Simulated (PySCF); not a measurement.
CH₃AlFIO, SMILES C[O][Al]([F])[I].

Coordinates come from a PBE0-D3(BJ)/def2-SVP optimisation. The def2 effective core potentials stand for the cores of I; spin–orbit coupling is left out. Other conformers were not sampled.

Calculation: r2SCAN/def2-TZVP in PySCF.

The molecule is in vacuum.

```
Property                                                                                                        Value
---------------------------------------------------------------------------------------------  ----------------------
total energy                                                                                       -755.39120 hartree
point group                                                                                                        Cs
highest occupied level                                                                                       -7.21 eV
lowest empty level                                                                                           -1.61 eV
orbital gap                                                                                                   5.60 eV
dipole moment                                                                                               0.419 e·Å
quadrupole, principal values (traceless, Buckingham form, about the centre of nuclear charge)   -8.88, 4.17, 4.72 D·Å
mean static polarisability                                                                      68.7 bohr³ (10.18 Å³)
polarisability, principal values                                                               55.9, 65.8, 84.5 bohr³
```
